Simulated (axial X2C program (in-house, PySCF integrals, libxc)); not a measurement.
**MoBr⁺: bond constants with and without spin–orbit coupling**

All values were computed with an in-house all-electron X2C program for linear molecules (integrals from PySCF). Spin-free means the one-electron spin-free X2C Hamiltonian; two-component (2c) means X2C with spin–orbit coupling and atomic mean-field two-electron Coulomb and Gaunt terms, so the difference of the two also holds small scalar two-electron terms. Basis: Mo dyall-cv3z [11s12p9d5f3g], Br dyall-cv3z [8s9p6d4f1g] (cores contracted in-house); Gaussian nuclei, density fitting, unrestricted open shells. Masses: Mo 97.905 u, Br 78.918 u.

The run was started with this input:
```json
{"zs": [42, 35], "q": 1, "bas": ["dyall-cv3z", "dyall-cv3z"], "levels": ["PBE0", "HF", "r2SCAN"], "cc": true, "r0": 2.52, "thr": -1.0, "nmax": 90, "npts": 10, "nst": 2, "ntry": 6}
```
```bash
python so2c.py task.json out
```

Keys: zs atomic numbers; q charge; bas basis sets; levels methods; cc coupled cluster on or off; r0 starting distance in Å; thr threshold in hartree for freezing inner shells (an s shell follows its p shell); nmax most natural virtual spinors; npts points on the curve; nst determinants followed; ntry starts of the search. HF also brings MP2.

State, spin-free: M_S = 2, Λ = 0 (beyond evenly filled blocks: π+α, π-α, δ+α, δ-α); electrons by block: σα: 16, σβ: 16, π+α: 9, π+β: 8, π-α: 9, π-β: 8, δ+α: 3, δ+β: 2, δ-α: 3, δ-β: 2. Fragments: Mo+ + Br.

State, 2c: Ω = 1 (⟨Sz⟩ = 2.00, ⟨Lz⟩ = -1.00 at PBE0); electrons by block: 1/2: 25, -1/2: 25, 3/2: 10, -3/2: 11, 5/2: 3, -5/2: 2. Fragments: Mo+ + Br.

| Hamiltonian | level | Re (Å) | ωe (cm⁻¹) | Be (cm⁻¹) | De (eV) | D0 (eV) | μ (D) |
| --- | --- | --- | --- | --- | --- | --- | --- |
| spin-free | PBE0 | 2.357 | 321.4 | 0.06946 | 2.34 | 2.32 | -6.44 |
| spin-free | r2SCAN | 2.363 | 317.4 | 0.06911 | 2.51 | 2.50 | -6.28 |
| 2c | PBE0 | 2.328 | 307.4 | 0.07118 | 2.29 | 2.27 | -5.36 |
| 2c | HF | 2.399 | 302.5 | 0.06704 | 0.361 | 0.342 | -7.94 |

Dipoles are positive if Br is the positive end and refer to the centre of mass.

The state is one determinant whose occupation by symmetry is held fixed; it was picked as the lowest of a PBE0 search that is not exhaustive. Dissociation energies refer to the lowest single-determinant-based atoms at the same level and basis. Density functionals use the spin component along the axis (collinear). PBE0 can misorder states that lie within some tenths of an eV, so this need not be the ground state of the molecule. The nearest other spin-free determinant of the search, M_S = 2, Λ = 1, lies 0.03 eV up at the distance of the search. The functionals have no current-density term, which raises determinants with orbital currents, atoms included. With several unpaired electrons one determinant need not be a pure state. Open-shell Ω = 0 determinants with evenly filled partner blocks cannot be reached by this program, so the Ω shown need not be the lowest component. The determinant is spin-polarised beyond a pure state at some levels (its spin-free form has ⟨S²⟩ too high), which makes Re and μ there less reliable.

The spin-free and the 2c determinant differ in configuration, so the two halves of the table describe two states.

No reliable constants came from CCSD (2c), CCSD (spin-free), CCSD(T) (2c), CCSD(T) (spin-free), HF (spin-free), MP2 (2c), MP2 (spin-free), r2SCAN (2c): no minimum in range, unconverged points, a curve that is not smooth, a change of character along it, or the two Hamiltonians disagreeing along it.

Rough cost a point (2c) on 1 thread(s) of a shared host, integrals apart: PBE0 1.3 s, HF 1.5 s.

The whole task took 4.5 min on 1 thread of Arm Neoverse V1, on a shared host.
